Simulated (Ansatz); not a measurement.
`[SiH3]OBCl` + `N=C=O` → `O=C=NBCl` + silanol  (ligand exchange at a B–O bond)

Gas-phase electronic energies from Ansatz, PBE0-D4/def2-TZVP geometries. CBS: MP2 limit from def2 TZ/QZ plus the TZ coupled-cluster correction, frozen cores. This one scheme is used for every species. DFT in def2-TZVPP. One conformer a species, not always the lowest.

Task: Is it downhill or uphill in electronic energy at CCSD(T)/CBS, and by how much? (Estimate.)

Result: Computed: Uphill: ΔE = +37.6 kJ/mol.

Task: What do these levels give: r2SCAN-D4, BHLYP-D4, ωB97X-V, ωB97M-V, revPBE, RPA@PBE/def2-TZVPP? (Best estimate.)

Result: The calculation gave: r2SCAN-D4 35.2, BHLYP-D4 36.9, ωB97X-V 37.4, ωB97M-V 37.6, revPBE 28.0, RPA@PBE/def2-TZVPP 39.0 kJ/mol.

Largest T1 diagnostic among the species: 0.018.

Leaving LDA and LC-ωPBE aside and taking each functional with its dispersion term where it has one, the values, not all of them listed here, spread over 6.3 kJ/mol, from revPBE-D4 to ωB97M-V. LDA lies +3.8 kJ/mol from PBE without D4. The D4 term adds +3.2 kJ/mol with B3LYP and +1.7 kJ/mol with PBE0; it sums over pairs of atoms, weighted by their polarisabilities, and B3LYP, whose exchange is more repulsive, gets the larger term. At CCSD(T), def2-SVP lies +5.2 kJ/mol from the extrapolated value and def2-TZVPP −0.2 kJ/mol.

B3LYP here is the variant with VWN-RPA as its local correlation; programs differ in this.
